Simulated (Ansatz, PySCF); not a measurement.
Input for PySCF:
```python
from pyscf import gto, scf, dft

mol = gto.M(
    atom='''
Al   -0.34881118    1.10957421    0.02588643
C     1.57507863    1.93532482    0.01894674
H     2.31333395    1.44510279    0.66935395
H     1.54088226    2.98474538    0.34283830
H     2.02336401    1.94741159   -0.98453090
C    -0.91295206    1.10326809    2.04201371
H    -1.89113415    0.62875202    2.20329754
H    -1.01592447    2.13232368    2.41326227
H    -0.22115536    0.60292991    2.73447405
O    -0.22542362   -0.59625247   -0.52258112
Si   -0.03155260   -2.12172623   -0.90871916
H    -0.90794084   -3.00433504   -0.11069328
H     1.35467161   -2.59695235   -0.73488805
H    -0.38918583   -2.32181328   -2.33268279
''',
    basis='sto-3g',
    charge=-1,
    spin=1,
    verbose=4,
)

mf = dft.UKS(mol)
mf.xc = 'revpbe'
mf.grids.atom_grid = (99, 590)
mf.grids.prune = None
mf.kernel()
```

### Question
Write the same job for Ansatz (a first-principles code).

### Answer
One answer among several that fit: 
Ansatz 0.2 input:
```yaml
crystal:
  periodic: [false, false, false]
  atoms:
    - {symbol: Al, position_ang: [-0.34881118, 1.10957421, 0.02588643]}
    - {symbol: C, position_ang: [1.57507863, 1.93532482, 0.01894674]}
    - {symbol: H, position_ang: [2.31333395, 1.44510279, 0.66935395]}
    - {symbol: H, position_ang: [1.54088226, 2.98474538, 0.34283830]}
    - {symbol: H, position_ang: [2.02336401, 1.94741159, -0.98453090]}
    - {symbol: C, position_ang: [-0.91295206, 1.10326809, 2.04201371]}
    - {symbol: H, position_ang: [-1.89113415, 0.62875202, 2.20329754]}
    - {symbol: H, position_ang: [-1.01592447, 2.13232368, 2.41326227]}
    - {symbol: H, position_ang: [-0.22115536, 0.60292991, 2.73447405]}
    - {symbol: O, position_ang: [-0.22542362, -0.59625247, -0.52258112]}
    - {symbol: Si, position_ang: [-0.03155260, -2.12172623, -0.90871916]}
    - {symbol: H, position_ang: [-0.90794084, -3.00433504, -0.11069328]}
    - {symbol: H, position_ang: [1.35467161, -2.59695235, -0.73488805]}
    - {symbol: H, position_ang: [-0.38918583, -2.32181328, -2.33268279]}
basis:
  gaussian:
    orbitals: STO-3G
hamiltonian:
  xc: revpbe
total_charge: -1
magnetization: {spin_polarized: true, initial_magnetization: 1}
accuracy: high
```

Both were run: PySCF gave -680.225383 Eh and Ansatz -680.225382 Eh, 0.001 mEh apart.
